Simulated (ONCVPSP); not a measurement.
An all-electron radial function and its pseudo partner (gold)

Columns: radius, all-electron u(r) and pseudo u(r) of the 5s shell (level -109.92 eV) of gold in the configuration [Kr] 4d10 4f14 5s2 5p6 5d10 6s0.5 6p0.5; LDA (Perdew-Wang 92), scalar-relativistic, ONCV scheme, ONCVPSP 4.0.1.

```
r (bohr)  all-electron  pseudo
   0.098        0.2466  0.1901
   0.195        0.1135  0.3750
   0.292       -0.6404  0.5520
   0.390       -0.5311  0.7168
   0.488        0.0590  0.8596
   0.585        0.6411  0.9710
   0.682        1.0325  1.0457
   0.780        1.2176  1.0789
   0.878        1.2430  1.0690
   0.975        1.1685  1.0200
   1.072        1.0424  0.9392
   1.170        0.8956  0.8356
   1.268        0.7497  0.7206
   1.365        0.6170  0.6058
   1.463        0.4996  0.4966
   1.560        0.4010  0.4006
   1.658        0.3184  0.3183
   1.755        0.2516  0.2516
   1.852        0.1978  0.1978
   1.950        0.1545  0.1545
   2.047        0.1205  0.1205
   2.145        0.0934  0.0934
   2.242        0.0725  0.0725
   2.340        0.0559  0.0559
   2.438        0.0431  0.0431
   2.535        0.0332  0.0332
```

Q: How many radial nodes do the two functions have?

A: The all-electron 5s function has n − l − 1 = 4 (the table is too coarse to show those close to the nucleus); the pseudo-wave has 0, since the states of the same l below it are removed with the core.

Q: At about which radius was the pseudo-wave matched?

A: 1.70 bohr. The columns agree to 0.0005 from 1.56 bohr on; several derivatives are matched, so the curves merge somewhat inside the radius.

Q: Is the pseudo-wave norm-conserving?

A: Yes: the ONCV scheme keeps the norm inside the radius equal to the all-electron one, which fixes the energy derivative of the logarithmic derivative at the level.
